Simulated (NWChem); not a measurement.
# SiH$_{3}$I; SMILES I[SiH3]

```xyz
5

Si     0.0000     0.0000     1.7999
I      0.0000     0.0000    -0.6491
H      1.0827     0.9065     2.2738
H      0.2437    -1.3908     2.2738
H     -1.3263     0.4844     2.2738
```
Atoms are numbered in this order, from 1.

The geometry was optimised at PBE0/def2-SVP. def2 effective core potentials on I; no spin-orbit coupling.

Q: List the 6 lowest vertical singlet excitations from LDA (Slater exchange, VWN5)/def2-SVP with def2 effective core potentials on I, full TDDFT (NWChem).

A: 
```csv
state,energy (eV),oscillator strength,leading excitation (squared amplitude)
S1,5.08,0.004,HOMO → LUMO (0.99)
S2,5.08,0.004,HOMO−1 → LUMO (0.99)
S3,6.71,0.000,HOMO−1 → LUMO+1 (0.50)
S4,6.81,0.002,HOMO−1 → LUMO+2 (0.28)
S5,6.81,0.002,HOMO−1 → LUMO+1 (0.28)
S6,6.96,0.006,HOMO−1 → LUMO+2 (0.39)
```
